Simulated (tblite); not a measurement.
Species: C₆H₉F₄P.
Structure used (GFN2-xTB), in Å, numbered top down from 1:
```xyz
20
C6H9F4P angstrom
C      2.4207   -0.1439    0.6086
C      1.3580   -0.6225   -0.3772
C      0.7529    0.5342   -1.1936
C     -0.5688    0.9423   -0.5572
F     -0.3221    1.6154    0.6183
C     -1.3057   -0.3627   -0.2572
C     -2.5389   -0.2117    0.6021
F     -3.4049    0.6835    0.0934
F     -2.2868    0.1682    1.8559
F     -3.2073   -1.3745    0.6855
P     -0.0365   -1.5052    0.5397
H      2.0226    0.6423    1.2467
H      3.2844    0.2465    0.0726
H      2.7536   -0.9673    1.2387
H      1.8176   -1.3476   -1.0574
H      0.5560    0.2244   -2.2201
H      1.4334    1.3854   -1.2116
H     -1.1579    1.6254   -1.1810
H     -1.6435   -0.8028   -1.2029
H      0.0680   -0.7188    1.6934
```

Computed with GFN2-xTB (tblite): harmonic, unscaled wavenumbers at the GFN2-xTB geometry, gas phase. Errors from tens to a few hundred cm⁻¹ against measured bands are possible. Modes of hydrogen on phosphorus can be 10 to 20 % off. One conformer, not necessarily the lowest.

Harmonic wavenumbers (cm⁻¹): 44.4, 50.9, 104.1, 119.6, 180.0, 254.8, 261.5, 281.3, 288.9, 340.2, 370.9, 399.5, 467.6, 487.2, 547.3, 625.4, 646.5, 691.0, 716.9, 849.4, 862.9, 869.9, 909.4, 923.7, 957.2, 1019.2, 1022.6, 1041.4, 1045.4, 1058.7, 1119.5, 1135.2, 1161.9, 1187.4, 1195.0, 1217.8, 1239.3, 1273.6, 1296.2, 1302.8, 1305.5, 1412.8, 1457.5, 1490.1, 1495.8, 2280.6, 2925.0, 2927.2, 2932.3, 2999.2, 3007.8, 3017.8, 3024.0, 3035.5.

A = 1700, B = 705.0, C = 618.4 MHz; mass 188.038 u (most abundant isotopes); point group C1, symmetry number 1.

Problem. Zero-point energy?

Solution. Half the sum of the wavenumbers: 31439 cm⁻¹ = 89.89 kcal/mol.

Problem. Entropy at 298.15 K, 1 bar (ideal gas, RRHO, classical rotation)?

Solution. Translation 41.63, rotation 30.45, vibration 33.38: S = 105.5 cal/(mol K).

Problem. And Cp and H(298.15 K) − H(0)?

Solution. Cp = 43.69 cal/(mol K), of which vibrations give 35.74 (their classical limit is 54 R = 107.3); H(298.15 K) − H(0) = 7.65 kcal/mol without the zero-point energy, 5.28 from vibrations.

Problem. Blend soft modes into free rotors: weight 1/[1 + (100 cm⁻¹/ν̃)⁴] for the oscillator and the rest for a rotor with moment μB/(μ + B), μ = h/(8π²ν), B = 10⁻⁴⁴ kg m². What vibrational entropy results?

Solution. 30.49 cal/(mol K) in place of 33.38, which changes −T·S at 298.15 K by +0.86 kcal/mol.

Problem. Which modes carry the vibrational entropy at 298.15 K?

Solution. 44.4 cm⁻¹: 5.05; 50.9 cm⁻¹: 4.78; 104.1 cm⁻¹: 3.38; 119.6 cm⁻¹: 3.11; 180.0 cm⁻¹: 2.33; 254.8 cm⁻¹: 1.70 cal/(mol K); the other 48 give 13.03 together.

Problem. What must be added to the electronic energy to get the Gibbs energy at 298.15 K and 1 bar?

Solution. ZPE + [H(298.15 K) − H(0)] − T·S = 89.89 + 7.65 − 31.44 = 66.10 kcal/mol.

Problem. How do the functions run with temperature in this model?

Solution. 
```json
{"T (K)": "150", "S (cal/(mol K))": "82.3", "Cp (cal/(mol K))": "25.9", "H − H(0) (kcal/mol)": "2.50", "G − H(0) (kcal/mol)": "-9.84", "ln q(vib)": "3.48"}
{"T (K)": "250", "S (cal/(mol K))": "98.3", "Cp (cal/(mol K))": "37.8", "H − H(0) (kcal/mol)": "5.69", "G − H(0) (kcal/mol)": "-18.88", "ln q(vib)": "6.45"}
{"T (K)": "400", "S (cal/(mol K))": "120.0", "Cp (cal/(mol K))": "55.3", "H − H(0) (kcal/mol)": "12.71", "G − H(0) (kcal/mol)": "-35.28", "ln q(vib)": "10.93"}
{"T (K)": "600", "S (cal/(mol K))": "145.8", "Cp (cal/(mol K))": "72.3", "H − H(0) (kcal/mol)": "25.59", "G − H(0) (kcal/mol)": "-61.92", "ln q(vib)": "16.86"}
{"T (K)": "900", "S (cal/(mol K))": "178.3", "Cp (cal/(mol K))": "87.4", "H − H(0) (kcal/mol)": "49.78", "G − H(0) (kcal/mol)": "-110.72", "ln q(vib)": "25.22"}
```

q(vib) and H(0) count from the zero-point level.

Hindered rotation and anharmonicity are outside this model. Other conformers, if any are populated, would add a mixing term that is left out. The structure is chiral; the term R ln 2 for an equal mix with its mirror image is left out.
